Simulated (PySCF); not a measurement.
Compound: C7H7ClN (doublet state).
Numbering: `[H]/[C:1]=[C:2](\[C:3]#[N:4])[C:5]1([Cl:6])[CH2:7][CH2:8][CH2:9]1` (hydrogens: H10 on C1; H11, H12 on C7; H13, H14 on C8; H15, H16 on C9)

Cartesian coordinates in Å at the GFN2-xTB level; atoms count from 1:
```
atom  x, y, z in Å
C1     1.4826    1.7373   -0.2839
C2     1.3316    0.4501   -0.1496
C3     2.3047   -0.4259   -0.7181
N4     3.0939   -1.0985   -1.2030
C5     0.2013   -0.2336    0.5741
Cl6    0.9044   -1.0182    2.0289
C7    -0.6584   -1.1533   -0.3049
C8    -1.7713   -0.0919   -0.2768
C9    -1.0195    0.6569    0.8355
H10    2.1695    2.4172   -0.7290
H11   -0.2367   -1.3965   -1.2788
H12   -0.9305   -2.0742    0.2049
H13   -2.7600   -0.4574   -0.0132
H14   -1.8342    0.4780   -1.2008
H15   -0.8408    1.7196    0.6805
H16   -1.4443    0.4991    1.8229
```

The hyperfine couplings belong to this conformer and change with its torsions.

Computed, not measured: UKS B3LYP, pcH-1 on C Cl H N, non-relativistic, mean-field spin-orbit, GIAO in PySCF. The structure is a single GFN2-xTB conformer in the gas phase; no vibrational or solvent corrections. A GFN2-xTB geometry isn't a minimum of the functional, and hyperfine couplings can be far from their values at a DFT geometry. No stability test was run, so a lower SCF solution isn't excluded.

Question: What is the g tensor, term by term?

Answer: 
```json
{"Δg (ppm)": "relativistic mass correction", "1": "-155", "2": "-155", "3": "-155"}
{"Δg (ppm)": "gauge correction", "1": "20", "2": "21", "3": "31"}
{"Δg (ppm)": "orbital Zeeman/spin–orbit", "1": "-444", "2": "396", "3": "982"}
{"Δg (ppm)": "total", "1": "-579", "2": "262", "3": "858"}
```

So g = 2.00174, 2.00258, 2.00318 and g_iso = 2.00250; the tensor is rhombic: the two nearest values differ by 41 % of g3 − g1. Axes: g1 points within 4° of the C1–H10 bond.

Question: What effective moment and Curie constant follow for a powder?

Answer: With the mean of g² = 4.0100 and S(S+1) = 0.75: μ_eff = √(⟨g²⟩S(S+1)) = 1.734 μB and χT = 0.12505·⟨g²⟩·S(S+1) = 0.376 cm³ K/mol (cgs; spin-Hamiltonian part alone).

Question: How much does each term add to the isotropic shift?

Answer: The orbital-Zeeman/spin–orbit term 311, the mass correction -155 and the gauge correction 24 ppm, for a total of 180 ppm. The orbital-Zeeman/spin–orbit term is the largest in size. The mass correction is the same along every axis, so the anisotropy comes from the other two: their spans along these axes are 11 (gauge) and 1426 ppm (orbital Zeeman/spin–orbit).

Question: What are the electron Larmor frequencies g μB B/h along the three axes at 3350 mT?

Answer: 93.8564, 93.8959, 93.9238 GHz for g1, g2 and g3, a range of 67.4 MHz.

Question: In a frozen sample, at which fields do the three g values resonate at 9.5, 34, 94 and 263 GHz (hyperfine left aside), and which band first spreads them over more than twice a line width of 1.0 mT?

Answer: 
| band | GHz | B(g3) mT | B(g2) mT | B(g1) mT | spread mT |
| --- | --- | --- | --- | --- | --- |
| X | 9.5 | 338.84 | 338.94 | 339.08 | 0.24 |
| Q | 34.0 | 1212.68 | 1213.05 | 1213.56 | 0.87 |
| W | 94.0 | 3352.72 | 3353.72 | 3355.12 | 2.41 |
| J | 263.0 | 9380.47 | 9383.27 | 9387.21 | 6.74 |

The spread grows in proportion to the frequency. W band is the first where it exceeds 2.0 mT.

The Mulliken spin populations are largest on C1 (+1.07) and C2 (-0.17). No atom but C1 exceeds +0.15.

The HOMO–LUMO gaps are 5.89 eV among the α and 4.58 eV among the β orbitals.
